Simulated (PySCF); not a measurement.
**Dipole moment and polarisability of `C[C@@H]1[C@H]([SiH3])C[P@@H]1=O`**

Species: C4H11OPSi.
Geometry (GFN2-xTB, Å), atoms numbered from 1 in this order:
```
atom  x, y, z in Å
C1    -0.855    1.320   -0.872
C2    -0.707    0.638    0.476
C3     0.568   -0.225    0.647
Si4    2.165    0.352   -0.205
C5    -0.014   -1.564    0.140
P6    -1.705   -0.926    0.490
O7    -2.853   -1.166   -0.384
H8    -0.745    0.596   -1.678
H9    -1.850    1.757   -0.954
H10   -0.114    2.107   -1.000
H11   -0.864    1.359    1.280
H12    0.755   -0.324    1.720
H13    2.011    0.296   -1.658
H14    3.234   -0.557    0.210
H15    2.453    1.719    0.232
H16    0.339   -2.460    0.645
H17    0.110   -1.698   -0.936
H18   -1.935   -1.219    1.837
```

Level: wB97X-D/def2-SVPD (PySCF), static field, nuclei fixed, core orbitals frozen in the response. The polarisability tensor in these axes (au):

```
x   111.50   6.18  -0.92
y     6.18  91.94  -3.85
z    -0.92  -3.85  85.37
```

Q: Give the principal values, the mean and the anisotropy Δα = √{½[(α1 − α2)² + (α2 − α3)² + (α1 − α3)²]}.

A: Principal values 83.47, 91.91 and 113.43 au; mean 96.27 au = 14.27 Å³ = 15.87 × 10⁻⁴⁰ C²·m²/J; Δα = 26.75 au (28 % of the mean).

Q: What is the dipole moment, and where does it point?

A: (3.31, 1.02, 1.98) D, 3.99 D in size, pointing from the negative to the positive side. Measured along this direction, the outermost atoms are O7 at the negative end and H14 and H15 at the positive end.

Q: Rayleigh depolarisation ratio (linearly polarised light, static tensor)?

A: ρ = 3Δα²/(45ᾱ² + 4Δα²) = 2147.3/(417085 + 2863.1) = 0.00511.

Q: In TDDFT the mean static polarisability is Σ f/ω² over all singlet excitations (ω in hartree). How much of it do the 8 lowest give? Their energies (eV) and oscillator strengths: 7.12, 0.0273; 7.30, 0.0096; 7.37, 0.0066; 7.51, 0.0757; 7.74, 0.0012; 7.87, 0.0474; 7.97, 0.0652; 8.23, 0.0193.

A: They add up to 3.17 au, 3.3 % of the 96.27 au; the largest single term is 0.99 au, from the state at 7.51 eV. Terms in order: 0.40, 0.13, 0.09, 0.99, 0.02, 0.57, 0.76, 0.21 au. Higher excitations give the rest. The strengths listed sum to 0.252.

Q: In a dilute gas of rigid molecules at 350 K, how does the orientational term μ²/3kT compare with the electronic polarisability?

A: In Gaussian units μ²/3kT = 109.69 Å³ against 14.27 Å³, a ratio of 7.69; the Debye molar polarisation (4π/3)N_A(α + μ²/3kT) is 312.7 cm³/mol, leaving out the vibrational part.

Q: Directions of the eigenvectors, and the extent of the frame along each?

A: Largest value along (0.96, 0.29, -0.07), where the nuclei span 5.95 Å; middle along (-0.29, 0.84, -0.46), 4.91 Å; least along (-0.07, 0.46, 0.89), 3.43 Å. The response follows the extents in order.

Q: Refractivity n − 1 of an ideal gas of it at 273.15 K and 1 atm, from the electronic α?

A: N = p/kT = 2.6868 × 10¹⁹ cm⁻³, so n − 1 = 2π × N × 14.27 × 10⁻²⁴ cm³ = 2408 × 10⁻⁶ at long wavelengths.

Geometry: GFN2-xTB, one conformer, isolated molecule.

These values come from a run that also computed excited states. Hardware: Arm Neoverse N1, one thread (shared host). Cost: 2.0 min of wall time, 1.0 GiB resident at most.
